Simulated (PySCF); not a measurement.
**EPR parameters of C5H9O2**

C5H9O2 (doublet state).
Structure used (GFN2-xTB), in Å, numbered top down from 1:
```xyz
16
C5H9O2 angstrom
C     -1.6769    1.4482    0.5988
C     -0.9852    0.2943    0.0160
C     -1.6563   -1.0427    0.3336
O      0.3784    0.2849    0.5005
C      1.3308   -0.1123   -0.3424
C      2.6792   -0.1034    0.3305
O      1.1313   -0.4369   -1.4840
H     -2.7019    1.3718    0.8980
H     -1.1405    2.3593    0.7713
H     -0.9081    0.3835   -1.0875
H     -1.1084   -1.8549   -0.1382
H     -2.6738   -1.0379   -0.0457
H     -1.6734   -1.2029    1.4090
H      2.7616    0.7558    0.9891
H      3.4609   -0.0913   -0.4227
H      2.7748   -1.0068    0.9298
```

The hyperfine couplings belong to this conformer and change with its torsions.

Identity: `[CH2][C@H](C)OC(C)=O` [radical].

Theory: PySCF, UKS B3LYP, pcH-1 on C H O, non-relativistic, mean-field spin-orbit, GIAO. One conformer (not necessarily the lowest) at the GFN2-xTB geometry, without solvent, vibrations or thermal averaging. Couplings are sensitive to structure, and on GFN2-xTB geometries they can be far from those on DFT ones. The SCF solution wasn't tested for stability.

* g1, g2, g3: 2.00212, 2.00267, 2.00273
* g_iso: 2.00251
* Form of g: close to axial: the two nearest values differ by 10 % of g3 − g1
* ⟨S²⟩: 0.7536 (exact 0.7500)
* HOMO–LUMO gap, α and β orbitals: 6.21, 5.65 eV
* Total energy: -346.38170 Eh

Isotropic coupling and dipolar principal values T1 to T3, in MHz:

```tsv
atom	isotope	a_iso	T1	T2	T3	Mulliken spin population
C1	13C	86.7	-81.4	-80.8	162.2	1.07
C2	13C	-29.0	-3.0	-0.2	3.1	-0.07
C3	13C	21.8	-2.3	-1.9	4.2	0.01
O4	17O	-20.2	-7.2	3.3	3.9	0.01
C5	13C	-2.0	-0.6	-0.4	1.0	0.00
C6	13C	3.6	-0.5	-0.4	0.8	0.00
O7	17O	-3.1	-4.3	2.0	2.3	0.01
H8	1H	-63.2	-39.5	-0.2	39.7	-0.05
H9	1H	-63.5	-39.1	-0.5	39.7	-0.05
H10	1H	140.1	-7.0	-1.8	8.9	0.05
H11	1H	-1.8	-2.1	-1.8	4.0	0.00
H12	1H	-1.3	-3.2	-2.5	5.8	0.00
H13	1H	-2.6	-4.0	-2.4	6.4	0.00
H14	1H	-0.1	-1.0	-0.7	1.6	0.00
H15	1H	0.4	-0.6	-0.5	1.1	0.00
H16	1H	-0.4	-0.7	-0.6	1.3	0.00
```

Largest spin populations (Mulliken): C1 (+1.07) and C2 (-0.07). No atom but C1 exceeds +0.15. The positive populations add up to 1.16 and the negative ones to -0.16, together 2S = 1. The angles at C1 add up to 359.9°, so it is planar; its axial dipolar tensor and the negative couplings of its protons fit spin in a p orbital normal to that plane.

Axes: g3 points within 11° of the C1–H8 bond.

Under fast tumbling the dipolar parts average out, and these isotropic splittings remain: 1 × 1H (H10, I = 1/2, 2 lines) with 5.00 mT, 2 × 1H (H8/H9, I = 1/2, 3 lines) with 2.26 mT and 3 × 1H (H11/H12/H13, I = 1/2, 4 lines) with 0.07 mT.

Nuclei that the bonding pattern makes equivalent are averaged, as if the motion that swaps them (rotation, inversion, ring flip) were fast.

The 17O coupling of O4 (-20.2 MHz) shows only in satellite lines or after enrichment, since that isotope makes up about 0.038 % of natural oxygen.

The 13C coupling of C1 (86.7 MHz) shows only in satellite lines or after enrichment, since that isotope makes up about 1.07 % of natural carbon.

β density exceeds α density at some nuclei, such as C2 (-0.0258), H8/H9 (-0.0142) and C5 (-0.0018), spin density in bohr⁻³. In a single determinant that takes different orbitals for the two spins, that is spin polarisation.

On Arm Neoverse N1, one thread (shared host), this took 76 s.
